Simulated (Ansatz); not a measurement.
Cu₄S₃. Total charge 0; singlet. Geometry r2SCAN-D4/def2-SVP.

```xyz
7

Cu    1.266    0.433   -0.687
Cu    1.201   -0.255    1.670
Cu   -0.324   -1.322   -0.033
Cu   -0.753    0.963    0.607
S    -0.867   -0.737    2.066
S    -0.478    1.610   -1.490
S    -0.044   -0.691   -2.133
```

The restricted singlet is unstable towards broken spin symmetry in Hartree–Fock (as tested in another run); at PBE-D4/def2-TZVP, revPBE-D4/def2-TZVP, r2SCAN-D4/def2-TZVP, PBE0-D4/def2-TZVP and others this wasn't settled. Another isomer (singlet) lies 0.03 eV lower at PBE0-D4/def2-TZVP; other spin states weren't run for this one.

Estimate the orbital energies around the gap (eV) in Ansatz with PBE-D4/def2-TZVP, revPBE-D4/def2-TZVP, r2SCAN-D4/def2-TZVP, PBE0-D4/def2-TZVP, CAM-B3LYP-D4/def2-TZVP.


```json
{"orbital": "HOMO−9", "PBE-D4/def2-TZVP": "-6.79", "revPBE-D4/def2-TZVP": "-6.68", "r2SCAN-D4/def2-TZVP": "-6.93", "PBE0-D4/def2-TZVP": "-8.60", "CAM-B3LYP-D4/def2-TZVP": "-10.11"}
{"orbital": "HOMO−8", "PBE-D4/def2-TZVP": "-6.70", "revPBE-D4/def2-TZVP": "-6.60", "r2SCAN-D4/def2-TZVP": "-6.84", "PBE0-D4/def2-TZVP": "-8.51", "CAM-B3LYP-D4/def2-TZVP": "-10.02"}
{"orbital": "HOMO−7", "PBE-D4/def2-TZVP": "-6.66", "revPBE-D4/def2-TZVP": "-6.56", "r2SCAN-D4/def2-TZVP": "-6.82", "PBE0-D4/def2-TZVP": "-8.28", "CAM-B3LYP-D4/def2-TZVP": "-9.77"}
{"orbital": "HOMO−6", "PBE-D4/def2-TZVP": "-6.50", "revPBE-D4/def2-TZVP": "-6.40", "r2SCAN-D4/def2-TZVP": "-6.64", "PBE0-D4/def2-TZVP": "-8.22", "CAM-B3LYP-D4/def2-TZVP": "-9.48"}
{"orbital": "HOMO−5", "PBE-D4/def2-TZVP": "-6.38", "revPBE-D4/def2-TZVP": "-6.28", "r2SCAN-D4/def2-TZVP": "-6.51", "PBE0-D4/def2-TZVP": "-7.82", "CAM-B3LYP-D4/def2-TZVP": "-9.21"}
{"orbital": "HOMO−4", "PBE-D4/def2-TZVP": "-6.14", "revPBE-D4/def2-TZVP": "-6.04", "r2SCAN-D4/def2-TZVP": "-6.29", "PBE0-D4/def2-TZVP": "-7.32", "CAM-B3LYP-D4/def2-TZVP": "-8.56"}
{"orbital": "HOMO−3", "PBE-D4/def2-TZVP": "-5.99", "revPBE-D4/def2-TZVP": "-5.89", "r2SCAN-D4/def2-TZVP": "-6.10", "PBE0-D4/def2-TZVP": "-7.21", "CAM-B3LYP-D4/def2-TZVP": "-8.44"}
{"orbital": "HOMO−2", "PBE-D4/def2-TZVP": "-5.74", "revPBE-D4/def2-TZVP": "-5.64", "r2SCAN-D4/def2-TZVP": "-5.86", "PBE0-D4/def2-TZVP": "-6.92", "CAM-B3LYP-D4/def2-TZVP": "-8.17"}
{"orbital": "HOMO−1", "PBE-D4/def2-TZVP": "-5.55", "revPBE-D4/def2-TZVP": "-5.45", "r2SCAN-D4/def2-TZVP": "-5.64", "PBE0-D4/def2-TZVP": "-6.63", "CAM-B3LYP-D4/def2-TZVP": "-7.90"}
{"orbital": "HOMO", "PBE-D4/def2-TZVP": "-5.18", "revPBE-D4/def2-TZVP": "-5.09", "r2SCAN-D4/def2-TZVP": "-5.30", "PBE0-D4/def2-TZVP": "-6.25", "CAM-B3LYP-D4/def2-TZVP": "-7.50"}
{"orbital": "LUMO", "PBE-D4/def2-TZVP": "-4.62", "revPBE-D4/def2-TZVP": "-4.51", "r2SCAN-D4/def2-TZVP": "-4.54", "PBE0-D4/def2-TZVP": "-3.90", "CAM-B3LYP-D4/def2-TZVP": "-3.05"}
{"orbital": "LUMO+1", "PBE-D4/def2-TZVP": "-3.46", "revPBE-D4/def2-TZVP": "-3.36", "r2SCAN-D4/def2-TZVP": "-3.36", "PBE0-D4/def2-TZVP": "-2.52", "CAM-B3LYP-D4/def2-TZVP": "-1.43"}
{"orbital": "LUMO+2", "PBE-D4/def2-TZVP": "-2.32", "revPBE-D4/def2-TZVP": "-2.21", "r2SCAN-D4/def2-TZVP": "-2.06", "PBE0-D4/def2-TZVP": "-1.44", "CAM-B3LYP-D4/def2-TZVP": "-0.65"}
{"orbital": "LUMO+3", "PBE-D4/def2-TZVP": "-1.67", "revPBE-D4/def2-TZVP": "-1.56", "r2SCAN-D4/def2-TZVP": "-1.44", "PBE0-D4/def2-TZVP": "-0.78", "CAM-B3LYP-D4/def2-TZVP": "0.04"}
{"orbital": "LUMO+4", "PBE-D4/def2-TZVP": "-1.61", "revPBE-D4/def2-TZVP": "-1.51", "r2SCAN-D4/def2-TZVP": "-1.36", "PBE0-D4/def2-TZVP": "-0.76", "CAM-B3LYP-D4/def2-TZVP": "0.12"}
{"orbital": "LUMO+5", "PBE-D4/def2-TZVP": "-1.44", "revPBE-D4/def2-TZVP": "-1.34", "r2SCAN-D4/def2-TZVP": "-1.18", "PBE0-D4/def2-TZVP": "-0.49", "CAM-B3LYP-D4/def2-TZVP": "0.40"}
```
